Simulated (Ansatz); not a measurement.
Reactions of C$_{2}$H$_{8}$OSeSn, SMILES `C[O][SnH2][Se]C`.

Program: Ansatz. Geometries: PBE0-D4/def2-TZVP. ΔE: electronic, gas phase. CCSD(T)/CBS is the MP2 limit (def2-TZVPP, def2-QZVPP) plus CCSD(T) − MP2 in def2-TZVPP, frozen cores. This one scheme is used for every species, atoms too. Functionals use def2-TZVPP. B3LYP here is the variant with VWN-RPA as its local correlation; programs differ in this. Open shells (•) are unrestricted, without spin–orbit coupling. Spin–orbit coupling would lower the free atoms: a little for C, O; clearly for Se; strongly for Sn. Elements past krypton have def2 core potentials. Bonds to Br, Ge, Hf, Se, Sn are less sure, by a few kJ/mol each and by 10 to 20 or more in all where they break to atoms, as the def2 sets lack core-valence functions. Scalar relativity is left out up to krypton. Each species was taken in one conformer, which may not be the lowest.

| reaction | CCSD(T)/CBS(def2) (eV) |
| --- | --- |
| `C[O][SnH2][Se]C` → `C[O][SnH]([CH3])[SeH]` | -0.52 |
| `C[O][SnH2][Se]C` + HBr → `C[O][SnH2][Br]` + `C[SeH]` | -0.29 |
| `C[O][SnH2][Se]C` + H₂ → `C[O][SnH2][SeH]` + CH₄ | -0.78 |
| `C[O][SnH2][Se]C` + `O[SiH2]S` → `C[Se][SiH2]S` + `C[O][SnH2][OH]` | 0.95 |
| `C[O][SnH2][Se]C` + `[F][Al]([Cl])[Br]` → `C[Se][Al]([F])[Cl]` + `C[O][SnH2][Br]` | 0.10 |
| `C[O][SnH2][Se]C` + H₂ → `C[Se][SnH3]` + CH₃OH | ? |
| `C[O][SnH2][Se]C` + `[SH][Hf]([Cl])([Cl])[Cl]` → `C[O][SnH2][SH]` + `C[Se][Hf]([Cl])([Cl])[Cl]` | ? |
| `C[O][SnH2][Se]C` + `CC=N` → `C[O][SnH3]` + `C[Se]CC=N` | 1.31 |
| `C[O][SnH2][Se]C` + `[F][GeH3]` → `C[Se][GeH2][F]` + `C[O][SnH3]` | ? |
| `C[O][SnH2][Se]C` → 2 C• + 8 H• + O• + Se• + Sn• | 44.83 |

(1) Fill in the missing values. (An estimate is asked.)

Largest T1 diagnostic: 0.014, for `[SH][Hf]([Cl])([Cl])[Cl]`.

Results:

(1) Computed: `C[O][SnH2][Se]C` + H₂ → `C[Se][SnH3]` + CH₃OH: +0.11 eV; `C[O][SnH2][Se]C` + `[SH][Hf]([Cl])([Cl])[Cl]` → `C[O][SnH2][SH]` + `C[Se][Hf]([Cl])([Cl])[Cl]`: +0.15 eV; `C[O][SnH2][Se]C` + `[F][GeH3]` → `C[Se][GeH2][F]` + `C[O][SnH3]`: +0.25 eV.
